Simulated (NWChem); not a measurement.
System: C4H4ClF; SMILES C1(=CC[C@H]1F)Cl

NWChem input:

```
start job
memory heap 200 mb stack 900 mb global 1100 mb
geometry units angstroms noautosym nocenter noautoz
  F      1.525202     1.306714     0.246451
  C      0.409518     0.943089    -0.444821
  C     -0.903586     1.673188    -0.052582
  C     -1.458611     0.299187     0.253575
  C     -0.291226    -0.309578     0.000979
  Cl     0.252798    -1.924915     0.055102
  H      0.642547     0.974392    -1.523258
  H     -0.755873     2.321337     0.825052
  H     -1.398344     2.245332    -0.854629
  H     -2.451721    -0.059843     0.527982
end
basis spherical
  F library def2-svp
  C library def2-svp
  Cl library def2-svp
  H library def2-svp
end
dft
  xc m06-2x
  iterations 150
end
cosmo
  dielec 20.7
end
task dft energy
```

Parts of the log:

```
             Northwest Computational Chemistry Package (NWChem) 7.3.0
             --------------------------------------------------------

                             Geometry "geometry" -> ""
                             -------------------------

 Output coordinates in angstroms (scale by  1.889725989 to convert to a.u.)

  No.       Tag          Charge          X              Y              Z
 ---- ---------------- ---------- -------------- -------------- --------------
    1 F                    9.0000     1.52520200     1.30671400     0.24645100
    2 C                    6.0000     0.40951800     0.94308900    -0.44482100
    3 C                    6.0000    -0.90358600     1.67318800    -0.05258200
    4 C                    6.0000    -1.45861100     0.29918700     0.25357500
    5 C                    6.0000    -0.29122600    -0.30957800     0.00097900
    6 Cl                  17.0000     0.25279800    -1.92491500     0.05510200
    7 H                    1.0000     0.64254700     0.97439200    -1.52325800
    8 H                    1.0000    -0.75587300     2.32133700     0.82505200
    9 H                    1.0000    -1.39834400     2.24533200    -0.85462900
   10 H                    1.0000    -2.45172100    -0.05984300     0.52798200

 Effective nuclear repulsion energy (a.u.)     274.8120386466

                                 NWChem DFT Module
                                 -----------------

 Summary of "ao basis" -> "ao basis" (spherical)
 ------------------------------------------------------------------------------
       Tag                 Description            Shells   Functions and Types
 ---------------- ------------------------------  ------  ---------------------
 F                          def2-svp                 6       14   3s2p1d
 C                          def2-svp                 6       14   3s2p1d
 Cl                         def2-svp                 8       18   4s3p1d
 H                          def2-svp                 3        5   2s1p

 in cosmo_initialize ...

 solvent parameters
 solvname_short: unkn
 solvname_long:  unknown
 dielec:       20.7000

          ---------------
          -cosmo- solvent
          ---------------
 Cosmo: York-Karplus, doi: 10.1021/jp992097l
 dielectric constant -eps-     =  20.70
 screen = (eps-1)/(eps    )    =   0.95169
 surface charge correction     = lagrangian

   van der Waals surface
 --------------------------

 ---------- ATOMIC COORDINATES (A.U.) ------------ VDWR(ANG.) --
     1    2.88221386    2.46933141    0.46572486     1.720
     2    0.77387681    1.78217979   -0.84058980     2.000
     3   -1.70752995    3.16186685   -0.09936557     2.000
     4   -2.75637511    0.56538145    0.47918727     2.000
     5   -0.55033734   -0.58501759    0.00185004     2.000
     6    0.47771895   -3.63756190    0.10412768     2.050
     7    1.21423776    1.84133389   -2.87854023     1.300
     8   -1.42839285    4.38669086    1.55912221     1.300
     9   -2.64248700    4.24306223   -1.61501463     1.300
    10   -4.63308089   -0.11308687    0.99774131     1.300
 number of segments per atom =         32
 number of   points per atom =         32
 atom (   nspa,  nppa )
 ----------------------
    1 (     21,     0 )       0
    2 (      9,     0 )       0
    3 (     13,     0 )       0
    4 (     15,     0 )       0
    5 (      8,     0 )       0
    6 (     25,     0 )       0
    7 (     14,     0 )       0
    8 (     14,     0 )       0
    9 (     16,     0 )       0
   10 (     14,     0 )       0
 number of -cosmo- surface points =      149
 molecular surface =    133.187 angstrom**2
 molecular volume  =    110.194 angstrom**3
 G(cav/disp)       =      1.526 kcal/mol
 -lineq- algorithm             =   0
 -bem- low  level              =   2
 -bem- from -octahedral-
 gaussian surface charge width =   4.50000
 degree of switching           =   1.00000
 switching function tolerance  =   0.00010
 atomic radii =
 --------------
    1  9.000  1.720
    2  6.000  2.000
    3  6.000  2.000
    4  6.000  2.000
    5  6.000  2.000
    6 17.000  2.050
    7  1.000  1.300
    8  1.000  1.300
    9  1.000  1.300
   10  1.000  1.300
 ...... end of -cosmo- initialization ......

[...]

                                   COSMO solvation results
                                   -----------------------

                 gas phase energy =      -714.357234704948
                 sol phase energy =      -714.362230039647
 (electrostatic) solvation energy =         0.004995334699 (    3.13 kcal/mol)

                       DFT Final Molecular Orbital Analysis
                       ------------------------------------

 Vector   25  Occ=2.000000D+00  E=-3.940152D-01
              MO Center= -4.0D-02,  1.0D+00, -1.7D-01, r^2= 2.8D+00
   Bfn.  Coefficient  Atom+Function         Bfn.  Coefficient  Atom+Function
  ----- ------------  ---------------      ----- ------------  ---------------
    32      0.316057   3 C  px               18     -0.241391   2 C  px
    89     -0.235127   7 H  s                20      0.223992   2 C  pz
     4     -0.212592   1 F  px                6      0.209186   1 F  pz
     7      0.165727   1 F  px              104      0.163714  10 H  s
    46     -0.158645   4 C  px                9     -0.154476   1 F  pz

 Vector   26  Occ=2.000000D+00  E=-3.704502D-01
              MO Center=  1.8D-01, -8.5D-01, -3.1D-02, r^2= 3.3D+00
   Bfn.  Coefficient  Atom+Function         Bfn.  Coefficient  Atom+Function
  ----- ------------  ---------------      ----- ------------  ---------------
    81      0.440910   6 Cl px               78      0.310624   6 Cl px
    19      0.251912   2 C  py               82      0.233985   6 Cl py
    83     -0.189983   6 Cl pz               60     -0.188749   5 C  px
     5      0.179305   1 F  py               75      0.178012   6 Cl px
    79      0.173289   6 Cl py                8     -0.140525   1 F  py

 Vector   27  Occ=2.000000D+00  E=-3.136260D-01
              MO Center= -5.9D-01, -2.5D-01,  9.7D-02, r^2= 3.2D+00
   Bfn.  Coefficient  Atom+Function         Bfn.  Coefficient  Atom+Function
  ----- ------------  ---------------      ----- ------------  ---------------
    83     -0.372657   6 Cl pz               48      0.346747   4 C  pz
    62      0.317352   5 C  pz               51      0.258244   4 C  pz
    80     -0.243329   6 Cl pz               65      0.214888   5 C  pz
    94     -0.141501   8 H  s                77     -0.139387   6 Cl pz
    99      0.130201   9 H  s                81     -0.120777   6 Cl px

 Vector   28  Occ=0.000000D+00  E= 2.701471D-02
              MO Center= -7.7D-01,  6.5D-02,  1.1D-01, r^2= 2.7D+00
   Bfn.  Coefficient  Atom+Function         Bfn.  Coefficient  Atom+Function
  ----- ------------  ---------------      ----- ------------  ---------------
    51      0.641904   4 C  pz               65     -0.546864   5 C  pz
    48      0.406395   4 C  pz               62     -0.388308   5 C  pz
    83      0.224363   6 Cl pz               90     -0.224044   7 H  s
    63     -0.206917   5 C  px               95     -0.162748   8 H  s
     3      0.148382   1 F  s                21     -0.138679   2 C  px

 Vector   29  Occ=0.000000D+00  E= 1.141041D-01
              MO Center= -6.0D-01,  5.7D-02, -1.9D-01, r^2= 6.4D+00
   Bfn.  Coefficient  Atom+Function         Bfn.  Coefficient  Atom+Function
  ----- ------------  ---------------      ----- ------------  ---------------
    31      1.396882   3 C  s                59      0.916146   5 C  s
   100     -0.882269   9 H  s               105     -0.748982  10 H  s
    82     -0.695553   6 Cl py               95     -0.591834   8 H  s
    90     -0.559010   7 H  s                74     -0.553768   6 Cl s
    49     -0.391495   4 C  px               64     -0.380748   5 C  py

 Vector   30  Occ=0.000000D+00  E= 1.276586D-01
              MO Center= -2.3D-01,  8.1D-01, -1.0D+00, r^2= 5.5D+00
   Bfn.  Coefficient  Atom+Function         Bfn.  Coefficient  Atom+Function
  ----- ------------  ---------------      ----- ------------  ---------------
    17      1.288801   2 C  s                90     -1.294180   7 H  s
    31      1.248727   3 C  s               100     -1.083022   9 H  s
    59     -0.918954   5 C  s                45     -0.703905   4 C  s
    23     -0.570607   2 C  pz               82      0.502823   6 Cl py
    74      0.461688   6 Cl s                35     -0.406868   3 C  px

     Multipole analysis of the density
     ---------------------------------

     L   x y z        total         alpha         beta         nuclear
     -   - - -        -----         -----         ----         -------
     0   0 0 0     -0.000000    -27.000000    -27.000000     54.000000

     1   1 0 0     -0.970299     -1.049765     -1.049765      1.129230
     1   0 1 0      0.493422      0.101764      0.101764      0.289893
     1   0 0 1     -0.410203     -0.840849     -0.840849      1.271495

     2   2 0 0    -30.097724   -104.597382   -104.597382    179.097040
     2   1 1 0     -2.012110      4.865455      4.865455    -11.743021
     2   1 0 1     -1.190776      1.388016      1.388016     -3.966808
     2   0 2 0    -30.541694   -217.012189   -217.012189    403.482684
     2   0 1 1     -0.950018      4.909881      4.909881    -10.769779
     2   0 0 2    -29.767638    -25.950603    -25.950603     22.133568
```

Level: M06-2X/def2-SVP, COSMO on the gas-phase geometry. All runs use the structure optimised with PBE0/def2-SVP. COSMO prints the solvation energy as gas minus solution, so a positive value is a stabilisation.
